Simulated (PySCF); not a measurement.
Ranking problems on computed properties.

Each SMILES stands for a single optimised conformer of the isolated species, non-relativistic unless stated. Electronic properties by PySCF.

Dipoles, sizes and rotational constants follow the conformer. The torsions of the flexible species, by atom-mapped SMILES:
- `[F:1][C:2]([F:3])([F:4])[C:5]([F:6])([F:7])[C:8]([F:9])([F:10])[C:11]#[P:12]`: F1–C2–C5–F6 58°, C2–C5–C8–F9 -57°
- `[CH3:1][C:2](=[O:3])[CH2:4][P@@:5]1(=[O:6])[CH2:7][C@@H:8]1[SiH3:9]`: C1–C2–C4–P5 -157°, C2–C4–P5–O6 70°
- `[CH3:1][O:2][C:3]([CH3:4])([CH3:5])[O:6][C@H:7]([CH3:8])[CH2:9][F:10]`: C1–O2–C3–C4 -50°, O2–C3–O6–C7 58°, C3–O6–C7–C8 -128°, O6–C7–C9–F10 -83°
- `[O:1]=[C:2]([CH2:3][C:4]([Cl:5])([Cl:6])[Cl:7])[O:8][SiH3:9]`: O1–C2–C3–C4 151°, C2–C3–C4–Cl5 -51°, O1–C2–O8–Si9 -2°
- `[cH:1]1[cH:2][cH:3][c:4](-[c:5]2[cH:6][o:7][cH:8][p:9]2)[cH:10][cH:11]1`: C3–C4–C5–C6 -19°
- `[CH3:1][CH2:2][CH2:3][P@@:4]([CH3:5])(=[NH:6])[C:7]([F:8])([F:9])[F:10]`: C1–C2–C3–P4 172°, C2–C3–P4–C5 178°, C3–P4–C7–F8 47°
- `[F:1][Si@@H:2]([CH2:3][C:4]([F:5])([F:6])[F:7])[SiH2:8][PH2:9]`: F1–Si2–C3–C4 88°, Si2–C3–C4–F5 -54°, F1–Si2–Si8–P9 173°, H–P9–Si8–Si2 81°, H–P9–Si8–Si2 174°
- `[CH2:1]=[CH:2][P@:3](=[O:4])([O-:5])[C:6]([CH3:7])([CH3:8])[CH3:9]`: C1–C2–P3–O4 135°, C2–P3–C6–C7 64°
- `[O:1]=[C:2]([O-:3])[O:4][CH2:5][CH:6]([F:7])[F:8]`: O1–C2–O4–C5 -3°, C2–O4–C5–C6 76°, O4–C5–C6–F7 -169°

Task: Rank by HOMO–LUMO gap, highest first (PBE0/pcSseg-1 at GFN2-xTB geometries).
A. `CCC[P@@](C)(=N)C(F)(F)F`
B. `COC(C)(C)O[C@H](C)CF`
C. `CC(=O)C[P@@]1(=O)C[C@@H]1[SiH3]`
D. `c1ccc(-c2cocp2)cc1`
E. `FC(C[Si@H](F)[SiH2]P)(F)F`
F. `O=C(CC(Cl)(Cl)Cl)O[SiH3]`
G. `FC(F)(F)C(F)(F)C(F)(F)C#P`

Result: B (8.98 eV), A (7.95 eV), F (7.65 eV), E (6.80 eV), G (6.41 eV), C (5.89 eV), D (5.58 eV).

Task: Rank by smallest rotational constant, lowest first (GFN2-xTB).
A. `C(OC([O-])=O)C(F)F`
B. `F[Si@@H](CC(F)(F)F)[SiH2]P`
C. `CC(=O)C[P@@]1(=O)C[C@@H]1[SiH3]`
D. `COC(C)(C)O[C@H](C)CF`
E. `C=C[P@](=O)([O-])C(C)(C)C`

Result: B (0.508 GHz), C (0.655 GHz), D (0.757 GHz), A (1.045 GHz), E (1.107 GHz).

Task: By how much do the two ends of that ranking differ?

Result: By 0.599 GHz, between `C=C[P@](=O)([O-])C(C)(C)C` and `F[Si@@H](CC(F)(F)F)[SiH2]P`.

Task: Rank by HOMO energy, highest first (PBE0/pcSseg-1 at GFN2-xTB geometries).
A. `COC(C)(C)O[C@H](C)CF`
B. `CC(=O)C[P@@]1(=O)C[C@@H]1[SiH3]`
C. `FC(F)(F)C(F)(F)C(F)(F)C#P`
D. `F[Si@@H](CC(F)(F)F)[SiH2]P`

Result: B (-6.89 eV), A (-7.52 eV), D (-7.79 eV), C (-9.04 eV).

Task: By how much do the two ends of that ranking differ?

Result: By 2.15 eV, between `CC(=O)C[P@@]1(=O)C[C@@H]1[SiH3]` and `FC(F)(F)C(F)(F)C(F)(F)C#P`.

Task: Rank by dipole moment, highest first (PBE0/pcSseg-1 at GFN2-xTB geometries).
A. `CCC[P@@](C)(=N)C(F)(F)F`
B. `CC(=O)C[P@@]1(=O)C[C@@H]1[SiH3]`
C. `F[Si@@H](CC(F)(F)F)[SiH2]P`
D. `C1=CC=C(C2=COC=P2)C=C1`
E. `COC(C)(C)O[C@H](C)CF`
F. `FC(F)(F)C(F)(F)C(F)(F)C#P`

Result: B (5.37 D), A (2.91 D), F (2.51 D), E (1.90 D), C (1.50 D), D (1.05 D).
